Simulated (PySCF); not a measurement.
An unknown is described by computed data only.

Elements present: C, H, N and O. Monoisotopic mass: 109.0528 u.

- 1H NMR: chemical shifts (computed TMS as zero) by class: 6.21 (2 H), 6.12 (2 H), 2.97 (1 H), 2.64 (2 H) ppm [GIAO KT3/pcSseg-1]
- NMR, other nuclei: isotropic shieldings of nuclei other than C and H, by class: 190 (1 N), 213 (1 O) ppm [GIAO KT3/pcSseg-1]
- Rotational structure: rotational constants A, B, C: 5.605, 1.479, 1.171 GHz [PBE0-D3(BJ)/def2-SVP]
- UV, first state: lowest singlet excitation: 4.39 eV (283 nm, f = 0.052) [TDDFT PBE0/def2-SVPD]
- Dipole: 2.05 D [PBE0/def2-SVPD]
- UV, strongest line: among the 10 lowest singlet transitions: S8 at 6.73 eV (184 nm, f = 0.469) [TDDFT PBE0/def2-SVPD]
- 13C NMR: chemical shifts (computed TMS as zero) by class: 142.6 (1 C), 133.0 (1 C), 107.3 (2 C), 106.9 (2 C) ppm [GIAO KT3/pcSseg-1]
- Couplings: largest of the computed one-bond spin–spin couplings (means over like bonds): 13C–1H +162.8 (×2), 13C–1H +161.6 (×2), 15N–1H -80.6 (×2), 17O–1H -77.5, 13C–13C +72.4 (×2), 13C–13C +69.7 (×2), 13C–13C +68.5 (×2), 17O–13C +20.4 Hz [B3LYP/pcJ-1, spin–dipole term left out for some pairs]
- Polarisability: 84.1 au [PBE0/def2-SVPD]
- Triplet: lowest triplet excitation (Tamm–Dancoff): 3.39 eV [TDA PBE0/def2-SVPD]

Gas-phase values; electronic properties from PySCF, density fitting. Levels stand in brackets. One conformer (not necessarily the lowest) at the PBE0-D3(BJ)/def2-SVP geometry, without solvent, vibrations or thermal averaging. NMR classes are plain means over equivalent atoms (diastereotopic ones count apart unless rotation or inversion swaps them), as if these changed places fast.

**Question.** Which formula fits the mass and the elements?

**Answer.** C6H7NO (calculated 109.0528). No other formula that holds each of these elements comes within 0.0003 u with a fitting electron parity and a possible valence count.

**Question.** What is the compound? Reason from the data.

**Answer.** Numbering: `[NH2:1][c:2]1[cH:3][cH:4][c:5]([OH:6])[cH:7][cH:8]1`. Its formula, C6H7NO, gives 4 degrees of unsaturation: 1 ring and 3 π bonds in the structure found (Kekulé form). 6 carbons fall into 4 classes; from least to most shielded: aromatic carbon bearing oxygen [C5] (142.6 ppm), aromatic carbon bearing nitrogen [C2] (133.0 ppm), aromatic CH carbon [C4/C7] (107.3 ppm, 2 C), aromatic CH carbon [C3/C8] (106.9 ppm, 2 C). Hydrogen classes from least to most shielded: 2 H on 2 aromatic CH carbons, C4/C7 (6.21 ppm), 2 H on 2 aromatic CH carbons, C3/C8 (6.12 ppm), 1 H on a phenol-type oxygen, O6 (2.97 ppm), 2 H on an aniline-type nitrogen, N1 (2.64 ppm). The other shieldings belong to: 190 ppm, aniline-type nitrogen [N1]; 213 ppm, phenol-type oxygen [O6]. The couplings run between: +162.8 Hz, aromatic CH carbon [C4] and its hydrogen (with 1 like pair); +161.6 Hz, aromatic CH carbon [C3] and its hydrogen (with 1 like pair); -80.6 Hz, aniline-type nitrogen [N1] and its hydrogen (with 1 like pair); -77.5 Hz, phenol-type oxygen [O6] and its hydrogen; +72.4 Hz, aromatic CH carbon [C4] and aromatic carbon bearing oxygen [C5] (with 1 like pair); +69.7 Hz, aromatic CH carbon [C3] and aromatic CH carbon [C4] (with 1 like pair); +68.5 Hz, aromatic carbon bearing nitrogen [C2] and aromatic CH carbon [C3] (with 1 like pair); +20.4 Hz, phenol-type oxygen [O6] and aromatic carbon bearing oxygen [C5]. By its constants the optimised geometry is an asymmetric top. Structure: `Nc1ccc(cc1)O`. Computed isomers that give other values at the same levels: `Cc1cccc[n+]1[O-]` (rotational constant A: 3.570 GHz; this holds for the one conformer computed); `Nc1cccc(O)c1` (rotational constant A: 3.748 GHz; this holds for the one conformer computed); `ONc1ccccc1` (rotational constant A: 5.050 GHz; this holds for the one conformer computed). The assignments are read from this structure; whether some other isomer fits the data as well wasn't checked.

Shape of the structure used: `[NH2:1][c:2]1[cH:3][cH:4][c:5]([OH:6])[cH:7][cH:8]1`: H–N1–C2–C3 -157°, H–N1–C2–C3 -25°, H–O6–C5–C4 180°.
